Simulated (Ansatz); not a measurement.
Isolated molecules relaxed with PBE0-D4/def2-TZVP in Ansatz; ΔE leaves out vibrations. CCSD(T)/CBS is the MP2 limit (def2-TZVPP, def2-QZVPP) plus CCSD(T) − MP2 in def2-TZVPP, frozen cores. This one scheme is used for every species. DFT in def2-TZVPP. For Br, Ga outer-core shells are correlated without core-valence functions, which leaves a few kJ/mol of doubt a bond. Scalar relativity is left out up to krypton.

Consider the ligand exchange at the Al–C bond: `[CH3][Al]([CH3])[GaH2]` + HBr → `[CH3][Al]([GaH2])[Br]` + CH₄.

Q: Is it downhill or uphill in electronic energy at CCSD(T)/CBS, and by how much? (Best estimate.)

A: Ansatz gave: Downhill: ΔE = -188.1 kJ/mol.

Q: What do these levels give: PBE0-D4, r2SCANh-D4, BHLYP-D4, r2SCAN, RPA@PBE/def2-TZVPP, MP2/def2-QZVPP? (An estimate is asked.)

A: Computed: PBE0-D4 -186.5, r2SCANh-D4 -190.2, BHLYP-D4 -195.7, r2SCAN -189.2, RPA@PBE/def2-TZVPP -178.6, MP2/def2-QZVPP -192.8 kJ/mol.

Largest T1 diagnostic among the species: 0.012.

From PBE to PBE0 (25 % exact exchange), in def2-TZVPP and without D4, ΔE moves by −5.6 kJ/mol. Leaving LDA and LC-ωPBE aside and taking each functional with its dispersion term where it has one, the values, not all of them listed here, spread over 16.4 kJ/mol, from BHLYP-D4 to revPBE-D4. LDA lies +5.4 kJ/mol from PBE without D4. In def2-TZVPP, CCSD(T) changes the Hartree–Fock value by +18.9 kJ/mol (the triples alone add +1.3 kJ/mol) and MP2 by +12.5 kJ/mol.
